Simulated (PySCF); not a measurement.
## Static response to an electric field

C5H6F2.
Cartesian coordinates in Å at the GFN2-xTB level; atoms count from 1:
```
atom  x, y, z in Å
C1     1.815    0.830    0.074
C2     1.136   -0.225    0.508
C3    -0.304   -0.419    0.413
C4    -0.915   -1.483    0.930
C5    -1.097    0.649   -0.303
F6    -2.400    0.309   -0.445
F7    -1.093    1.819    0.391
H8     1.348    1.676   -0.399
H9     2.883    0.890    0.197
H10    1.660   -1.038    0.994
H11   -0.357   -2.251    1.437
H12   -1.980   -1.618    0.860
H13   -0.703    0.862   -1.311
```

Level: wB97X-D/def2-SVPD (PySCF), static field, nuclei fixed, core orbitals frozen in the response. The polarisability tensor in these axes (au):

```
x    73.57  15.77  -4.47
y    15.77  71.74 -11.58
z    -4.47 -11.58  50.25
```

**Question.** Give the principal values, the mean and the anisotropy Δα = √{½[(α1 − α2)² + (α2 − α3)² + (α1 − α3)²]}.

**Answer.** Principal values 44.96, 59.05 and 91.55 au; mean 65.19 au = 9.66 Å³ = 10.75 × 10⁻⁴⁰ C²·m²/J; Δα = 41.38 au (63 % of the mean).

**Question.** What is the dipole moment, and where does it point?

**Answer.** (1.72, -1.35, -0.34) D, 2.21 D in size, pointing from the negative to the positive side. Measured along this direction, the outermost atoms are F7 and F6 at the negative end and H10 and H9 at the positive end.

**Question.** Sum over states: ᾱ = Σ f/ω², ω in Eh. What share falls to these 8 lowest TDDFT singlets (eV, f)? 5.96, 0.6018; 7.04, 0.0021; 7.32, 0.0158; 7.45, 0.0195; 7.94, 0.0257; 8.00, 0.0564; 8.07, 0.0022; 8.19, 0.0046.

**Answer.** They add up to 14.09 au, 21.6 % of the 65.19 au; the largest single term is 12.55 au, from the state at 5.96 eV. Terms in order: 12.55, 0.03, 0.22, 0.26, 0.30, 0.65, 0.03, 0.05 au. Higher excitations give the rest. The strengths listed sum to 0.728.

**Question.** Along which axes do the principal values lie, and how far do the nuclei extend along each?

**Answer.** Largest value along (0.67, 0.69, -0.27), where the nuclei span 5.18 Å; middle along (0.73, -0.57, 0.38), 4.28 Å; least along (-0.11, 0.45, 0.89), 1.98 Å. The response follows the extents in order.

**Question.** Refractivity n − 1 of an ideal gas of it at 400 K and 1 atm, from the electronic α?

**Answer.** N = p/kT = 1.8347 × 10¹⁹ cm⁻³, so n − 1 = 2π × N × 9.66 × 10⁻²⁴ cm³ = 1114 × 10⁻⁶ at long wavelengths.

**Question.** In a dilute gas of rigid molecules at 350 K, how does the orientational term μ²/3kT compare with the electronic polarisability?

**Answer.** In Gaussian units μ²/3kT = 33.74 Å³ against 9.66 Å³, a ratio of 3.49; the Debye molar polarisation (4π/3)N_A(α + μ²/3kT) is 109.5 cm³/mol, leaving out the vibrational part.

Geometry: GFN2-xTB, one conformer, isolated molecule.

Note: wB97X-D ran without an empirical dispersion term, which enters the total energy and its gradient alone.
